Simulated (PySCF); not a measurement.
toluene (C7H8), singlet, geometry from GFN2-xTB; CCSD/STO-3G (PySCF).

PySCF was given this input:
```python
from pyscf import gto, scf, cc

mol = gto.Mole()
mol.atom = '''
    C    -2.400861   -0.093333    0.002877
    C    -0.903103   -0.032131    0.012584
    C    -0.149055   -1.188040    0.173211
    C     1.233345   -1.138534    0.161799
    C     1.883899    0.071158   -0.011041
    C     1.142750    1.228930   -0.172474
    C    -0.239818    1.175935   -0.160642
    H    -2.831019    0.854668    0.317638
    H    -2.761195   -0.881127    0.660799
    H    -2.757855   -0.308135   -1.005167
    H    -0.651361   -2.135614    0.309675
    H     1.804901   -2.046489    0.290024
    H     2.963253    0.111465   -0.018222
    H     1.643108    2.177214   -0.306473
    H    -0.812778    2.084109   -0.286158
'''
mol.basis = 'sto-3g'
mol.charge = 0
mol.spin = 0
mol.verbose = 4
mol.build()

mf = scf.RHF(mol)
mf.kernel()

mycc = cc.CCSD(mf)
mycc.kernel()
print('E(CCSD) = %.10f' % mycc.e_tot)
mf.analyze()
```

It wrote (shortened):

```
PySCF version 2.14.0

[INPUT] verbose = 4
[INPUT] num. atoms = 15
[INPUT] num. electrons = 50
[INPUT] charge = 0
[INPUT] spin (= nelec alpha-beta = 2S) = 0
[INPUT] symmetry False subgroup None
[INPUT] Mole.unit = angstrom
[INPUT] Symbol           X                Y                Z      unit          X                Y                Z       unit  Magmom
[INPUT]  1 C     -2.400861000000  -0.093333000000   0.002877000000 AA   -4.536969753149  -0.176373808384   0.005436742060 Bohr   0.0
[INPUT]  2 C     -0.903103000000  -0.032131000000   0.012584000000 AA   -1.706617332273  -0.060718790108   0.023780313552 Bohr   0.0
[INPUT]  3 C     -0.149055000000  -1.188040000000   0.173211000000 AA   -0.281673127497  -2.245070225028   0.327321351762 Bohr   0.0
[INPUT]  4 C      1.233345000000  -1.138534000000   0.161799000000 AA    2.330684267102  -2.151517443506   0.305755797229 Bohr   0.0
[INPUT]  5 C      1.883899000000   0.071158000000  -0.011041000000 AA    3.560053156342   0.134469131572  -0.020864466141 Bohr   0.0
[INPUT]  6 C      1.142750000000   1.228930000000  -0.172474000000 AA    2.159484528847   2.322341126262  -0.325928623608 Bohr   0.0
[INPUT]  7 C     -0.239818000000   1.175935000000  -0.160642000000 AA   -0.453190339741   2.222195090290  -0.303569384102 Bohr   0.0
[INPUT]  8 H     -2.831019000000   0.854668000000   0.317638000000 AA   -5.349850563440   1.615088447430   0.600248826755 Bohr   0.0
[INPUT]  9 H     -2.761195000000  -0.881127000000   0.660799000000 AA   -5.217902326518  -1.665088710960   1.248729133386 Bohr   0.0
[INPUT] 10 H     -2.757855000000  -0.308135000000  -1.005167000000 AA   -5.211590641262  -0.582290759393  -1.899490339451 Bohr   0.0
[INPUT] 11 H     -0.651361000000  -2.135614000000   0.309675000000 AA   -1.230893898223  -4.035725567787   0.585200937625 Bohr   0.0
[INPUT] 12 H      1.804901000000  -2.046489000000   0.290024000000 AA    3.410768571954  -3.867303726935   0.548065929551 Bohr   0.0
[INPUT] 13 H      2.963253000000   0.111465000000  -0.018222000000 AA    5.599736607796   0.210638322475  -0.034434589442 Bohr   0.0
[INPUT] 14 H      1.643108000000   2.177214000000  -0.306473000000 AA    3.105024113082   4.114338174569  -0.579150034574 Bohr   0.0
[INPUT] 15 H     -0.812778000000   2.084109000000  -0.286158000000 AA   -1.535927820072   3.938395223741  -0.540760248353 Bohr   0.0

nuclear repulsion = 270.958028836648
number of shells = 29
number of NR pGTOs = 129
number of NR cGTOs = 43
basis = sto-3g
ecp = {}

******** <class 'pyscf.scf.hf.RHF'> ********
method = RHF
initial guess = minao
damping factor = 0
level_shift factor = 0
DIIS = <class 'pyscf.scf.diis.CDIIS'>
diis_start_cycle = 1
diis_space = 8
diis_damp = 0
SCF conv_tol = 1e-09
SCF conv_tol_grad = None
SCF max_cycles = 50
direct_scf = True
direct_scf_tol = 1e-13
Set gradient conv threshold to 3.16228e-05
Initial guess from minao.
init E= -268.672493456632
  HOMO = -0.182317985646494  LUMO = 0.148476888850106  gap/eV = 9.00139
cycle= 1 E= -266.435990792956  delta_E= 2.24  |g|=  0.3  |ddm|=  5.1
  HOMO = -0.264346173763087  LUMO = 0.275720453242543  gap/eV = 14.69596
cycle= 2 E= -266.472647757658  delta_E= -0.0367  |g|= 0.0734  |ddm|= 0.563
  HOMO = -0.272352124969379  LUMO = 0.269492116885998  gap/eV = 14.74433
cycle= 3 E= -266.474952713772  delta_E= -0.0023  |g|= 0.00782  |ddm|= 0.168
  HOMO = -0.270409380382511  LUMO = 0.271467366727412  gap/eV = 14.74522
cycle= 4 E= -266.474971502635  delta_E= -1.88e-05  |g|= 0.00159  |ddm|= 0.0119
  HOMO = -0.269838232560886  LUMO = 0.272054786987766  gap/eV = 14.74566
cycle= 5 E= -266.47497227062  delta_E= -7.68e-07  |g|= 0.000275  |ddm|= 0.00227
  HOMO = -0.269894690088333  LUMO = 0.272004994486068  gap/eV = 14.74584
cycle= 6 E= -266.474972305921  delta_E= -3.53e-08  |g|= 0.000101  |ddm|= 0.000539
  HOMO = -0.269911557329805  LUMO = 0.271989338550145  gap/eV = 14.74587
cycle= 7 E= -266.474972309625  delta_E= -3.7e-09  |g|= 2.6e-05  |ddm|= 0.000142
  HOMO = -0.269911691669363  LUMO = 0.271990142884348  gap/eV = 14.74590
cycle= 8 E= -266.474972310048  delta_E= -4.23e-10  |g|= 7.87e-06  |ddm|= 5.98e-05
  HOMO = -0.269911630993883  LUMO = 0.271990151301352  gap/eV = 14.74590
Extra cycle  E= -266.474972310084  delta_E= -3.59e-11  |g|= 3.32e-06  |ddm|= 1.43e-05
converged SCF energy = -266.474972310084

******** <class 'pyscf.cc.ccsd.CCSD'> ********
CC2 = 0
CCSD nocc = 25, nmo = 43
max_cycle = 50
direct = 0
conv_tol = 1e-07
conv_tol_normt = 1e-05
diis_space = 6
diis_start_cycle = 0
diis_start_energy_diff = 1e+09
Init t2, MP2 energy = -266.873359312877  E_corr(MP2) -0.398387002792622
Init E_corr(CCSD) = -0.398387002799091
cycle = 1  E_corr(CCSD) = -0.449753217685599  dE = -0.0513662149  norm(t1,t2) = 0.0753374
cycle = 2  E_corr(CCSD) = -0.469675710030701  dE = -0.0199224923  norm(t1,t2) = 0.0355423
cycle = 3  E_corr(CCSD) = -0.484523149485846  dE = -0.0148474395  norm(t1,t2) = 0.019599
cycle = 4  E_corr(CCSD) = -0.48630653885933  dE = -0.00178338937  norm(t1,t2) = 0.00566711
cycle = 5  E_corr(CCSD) = -0.485670285231757  dE = 0.000636253628  norm(t1,t2) = 0.00190117
cycle = 6  E_corr(CCSD) = -0.485612172101192  dE = 5.81131306e-05  norm(t1,t2) = 0.000322333
cycle = 7  E_corr(CCSD) = -0.485609615560079  dE = 2.55654111e-06  norm(t1,t2) = 0.00011729
cycle = 8  E_corr(CCSD) = -0.485610233818005  dE = -6.18257926e-07  norm(t1,t2) = 2.46737e-05
cycle = 9  E_corr(CCSD) = -0.485610803826079  dE = -5.70008074e-07  norm(t1,t2) = 7.26511e-06
cycle = 10  E_corr(CCSD) = -0.485610980912091  dE = -1.77086012e-07  norm(t1,t2) = 2.17424e-06
cycle = 11  E_corr(CCSD) = -0.48561091325888  dE = 6.7653211e-08  norm(t1,t2) = 7.7452e-07
CCSD converged
E(CCSD) = -266.9605832233429  E_corr = -0.4856109132588802
E(CCSD) = -266.9605832233
**** SCF Summaries ****
Total Energy =                        -266.474972310084013
Nuclear Repulsion Energy =             270.958028836647600
One-electron Energy =                 -898.054416212312390
Two-electron Energy =                  360.621415065580834
Two-electron Coulomb Energy =          399.865061996944178
DFT Exchange-Correlation Energy =      -39.243646931363344
HOMO-LUMO gap [eV] =                    14.745898582961649
**** MO energy ****
MO #1   energy= -11.0437459153878  occ= 2
MO #2   energy= -11.0357631359286  occ= 2
MO #3   energy= -11.0264397249518  occ= 2
MO #4   energy= -11.0263832008912  occ= 2
MO #5   energy= -11.0237429010729  occ= 2
MO #6   energy= -11.0216659627234  occ= 2
MO #7   energy= -11.0215784007469  occ= 2
MO #8   energy= -1.09989485711924  occ= 2
MO #9   energy= -0.993615539073664 occ= 2
MO #10  energy= -0.95632900718738  occ= 2
MO #11  energy= -0.884531405857546 occ= 2
MO #12  energy= -0.771629637837171 occ= 2
MO #13  energy= -0.744984373095017 occ= 2
MO #14  energy= -0.649995256624676 occ= 2
MO #15  energy= -0.582242540811654 occ= 2
MO #16  energy= -0.580385391794538 occ= 2
MO #17  energy= -0.545493612036746 occ= 2
MO #18  energy= -0.532915864187731 occ= 2
MO #19  energy= -0.515307828280229 occ= 2
MO #20  energy= -0.498283876504744 occ= 2
MO #21  energy= -0.447602871331486 occ= 2
MO #22  energy= -0.426092332095245 occ= 2
MO #23  energy= -0.425985594652121 occ= 2
MO #24  energy= -0.281266976144447 occ= 2
MO #25  energy= -0.269911630993883 occ= 2
MO #26  energy= 0.271990151301352  occ= 0
MO #27  energy= 0.274569220098562  occ= 0
MO #28  energy= 0.5059384030503    occ= 0
MO #29  energy= 0.584215600403643  occ= 0
MO #30  energy= 0.630093201663867  occ= 0
MO #31  energy= 0.655020618820222  occ= 0
MO #32  energy= 0.699524955760048  occ= 0
MO #33  energy= 0.725131012313693  occ= 0
 ** Mulliken pop on meta-lowdin orthogonal AOs  **
 ** Mulliken pop  **
 ** Mulliken atomic charges  **
charge of    0C =     -0.10594
charge of    1C =      0.02162
charge of    2C =     -0.04748
charge of    3C =     -0.03481
charge of    4C =     -0.04196
charge of    5C =     -0.03484
charge of    6C =     -0.04743
charge of    7H =      0.03889
charge of    8H =      0.03923
charge of    9H =      0.04114
charge of   10H =      0.03271
charge of   11H =      0.03550
charge of   12H =      0.03512
charge of   13H =      0.03550
charge of   14H =      0.03275
Dipole moment(X, Y, Z, Debye): -0.26171, -0.01902, -0.03037
```
